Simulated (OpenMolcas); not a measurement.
## Mn⁵⁺: CASPT2 settings compared

- Program: OpenMolcas
- Basis: ANO-R1 [5s3p3d1f]
- Scalar Hamiltonian: X2C, finite nucleus
- Active space: 2 electrons in 10 orbitals (3d 4d)
- State averaging: 2S+1 = 3 even, 10 roots; 2S+1 = 1 even, 14 roots kept (CI in the orbitals of an earlier block)
- Spin-orbit coupling: state interaction with AMFI integrals over the reference wave functions, term energies averaged over their components

Methods on the same reference wave functions:
A. CASSCF
B. SS-CASPT2, IPEA 0.1 Eh, imaginary shift 0.3 Eh (closed shells correlated: 3s 3p)
C. SS-CASPT2, IPEA 0.5 Eh, sigma2 regulariser 0.3 Eh (closed shells correlated: 3s 3p)
D. XMS-CASPT2, IPEA 0 Eh, imaginary shift 0.3 Eh (closed shells correlated: 3s 3p)

Energies in cm⁻¹ above 3d² ³F₂, the measured ground level; measured values from Corliss and Sugar, J. Phys. Chem. Ref. Data 6, 1253 (1977).

| Level | A | B | C | D | Measured |
| --- | --- | --- | --- | --- | --- |
| 3d² ³F₂ | 0.0 | 0.0 | 0.0 | 0.0 | 0.0 |
| 3d² ³F₃ | 733 | 737 | 737 | 736 | 746 |
| 3d² ³F₄ | 1664 | 1668 | 1668 | 1667 | 1669 |
| 3d² ¹D₂ | 18713 | 16050 | 16050 | 16500 | 15336 |
| 3d² ³P₀ | 21761 | 18790 | 18990 | 18750 | 17782 |
| 3d² ³P₁ | 21994 | 19020 | 19220 | 18980 | 18057 |
| 3d² ³P₂ | 22580 | 19610 | 19810 | 19600 | 18628 |
| 3d² ¹G₄ | 28676 | 27450 | 27310 | 27340 | 25511 |

Deviations, from unrounded energies. A percentage is the sum of absolute deviations over the sum of measured energies, with the sign that they share, or ± where signs differ.

```
                        Against measurement  Levels      A     B     C     D
             mean absolute deviation (cm-1)       7   2600   800   870   840
      fine structure of the ground term (%)       2   -0.8  -0.4  -0.4  -0.5
other terms of the ground configuration (%)       5  +19.3  +5.9  +6.4  +6.2
```

B, D lie about equally close to measurement and A furthest from it. The largest miss of B in the table is 3d² ¹G₄, by +1900 cm-1. The ranking rests on the paired levels alone, and a cruder setting can come out closer through cancelling errors.

Among B to D the level of the table that moves most is 3d² ¹D₂, by 450 cm-1 (lowest in B, highest in D). Moves below CASPT2's spread within the term are not significant.

The mean deviations of B to D differ by less than CASPT2's widest spread within a term (570 cm-1), so their order carries little weight.

From A to B the spin-free energies of the other terms of 3d² shown, above ³F, scale by factors of 0.85 to 0.96, as is usual when dynamic correlation screens the repulsion within a d or f shell.

The lowest spin-free term lies below A's lowest term by 0.200 hartree in B, 0.196 hartree in C, 0.205 hartree in D.

CASPT2 does not keep the components of a term degenerate, so their means are used; among the terms shown or strongly mixed into the levels shown the widest spread is 570 cm-1 (3d² ³F, B). Terms from blocks run as CI alone lack orbitals of their own. Active for correlation alone: 4d; no level in the range computed is led by a configuration that fills it, so any true level of that kind is missing. The basis is small and was not contracted for so high a charge. Without dynamic correlation excited terms often stand tens of per cent too high (terms of higher spin than the ground term too low), and those without a measured partner can miss by more than the paired ones (holds for A). Computed and measured levels are paired by configuration, term and J; levels that our copy of the source lacks, or whose pairing is in doubt (as where it misses far off the trend of its configuration), stay unpaired and out of the deviations. Levels of configurations outside the active space are missing.
